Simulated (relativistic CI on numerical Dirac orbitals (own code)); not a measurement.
What each ingredient does to the levels of Nd¹⁶⁺

Base calculation: Dirac-Coulomb-Breit CI, KLI orbitals optimised for each configuration, model QED (radiative potential, 1s self-energy scaled to tabulated hydrogen-like ionisation energies), unscaled Slater integrals.

Configuration list (outside the closed core [Ar] 3d10): 4s²4p⁶4d⁸, 4s²4p⁵4d⁹, 4s²4p⁶4d⁷4f, 4s4p⁶4d⁹, 4s²4p⁶4d⁷5s, 4s²4p⁵4d⁸4f, 4s²4p⁶4d⁷5p, 4s4p⁶4d⁸4f, 4s²4p⁶4d⁶4f5s, 4s²4p⁶4d⁷5d, 4s²4p⁶4d⁶5s5p, 4s²4p⁵4d⁸5s, 4s²4p⁶4d⁷5f, 4s²4p⁶4d⁷6s, 4s²4p⁶4d⁷6p, 4s²4p⁶4d⁷6d, 4s²4p⁶4d⁷6f, 4s²4p⁵4d⁸5d, 4s²4p⁶4d⁷7p, 4s²4p⁶4d⁷7f, 4p⁶4d⁹4f, 4p⁶4d⁹5p, 4p⁶4d¹⁰, 4p⁵4d¹⁰4f, 4s²4p⁶4d⁶5s², 4s²4p⁶4d⁵4f5s², 4s²4p⁵4d⁶4f5s², 4s²4p⁶4d⁵5s²5p. Double excitations out of closed p, d and f shells are left out; levels of such configurations are missing from the list, as are those of other unlisted configurations, and high levels can miss mixing partners. These lack a partner that the ground configuration has and come out too high: 4s²4p⁵4d⁸5s, 4s²4p⁵4d⁸5d.

Variants: (1) P86 correlation estimate; (2) configuration mixing switched off; (3) only the first 3 configurations. Shifts of the energy above 4s²4p⁶4d⁸ ³F4, in cm⁻¹, for the lowest level and the first level of each name with at least 55 % of one term (blank where a level changes its place among those of its configuration and J or its character, or is not in the variant):

| Level | Base | Δ(1) | Δ(2) | Δ(3) |
| --- | --- | --- | --- | --- |
| 4s²4p⁶4d⁸ ³F4 | 0 | 0 | 0 | 0 |
| 4s²4p⁶4d⁸ ³F3 | 33094 | -1 | -363 | -363 |
| 4s²4p⁶4d⁸ ³P0 | 55276 | -1 | -2476 | -2476 |
| 4s²4p⁶4d⁸ ³P1 | 64125 | 0 | -1280 | -1280 |
| 4s²4p⁶4d⁸ ¹G4 | 68720 | 0 | +500 | +500 |
| 4s²4p⁶4d⁸ ¹S0 | 153076 | -6 | -7463 | -7463 |
| 4s²4p⁵4d⁹ ³F°4 | 897423 | +1034 | +28193 | -12016 |
| 4s²4p⁵4d⁹ ³D°3 | 900755 | +1052 |  | -13108 |
| 4s²4p⁵4d⁹ ³P°1 | 944465 | +1046 | +69680 | -13466 |
| 4s²4p⁵4d⁹ ³P°0 | 955726 | +1044 | +66044 | -13569 |
| 4s²4p⁶4d⁷4f ⁵G°5 | 971526 | +1113 | -19711 | -19711 |
| 4s²4p⁶4d⁷4f ⁵G°6 | 971926 | +1113 | -19723 | -19723 |
| 4s²4p⁶4d⁷4f ⁵G°4 | 976074 | +1113 | -19790 | -19658 |
| 4s²4p⁶4d⁷4f ⁵H°7 | 997300 | +1112 | -19801 | -19801 |

At this charge energies of transitions that change n are usually good to better than 1 %, and those within a shell (Δn = 0) to a few per cent. Terms inside the open d or f shell come out 10 to 20 % too wide with unscaled integrals.

Ionisation energy from the two ground configurations alone: base 453.327 eV; P86 correlation estimate 455.19 eV. The NIST ASD value (theoretical) is 453 eV.

LS names give the leading component of a level, which can be under half, so a name can repeat, a term be missing and a line seem to break the LS rules.
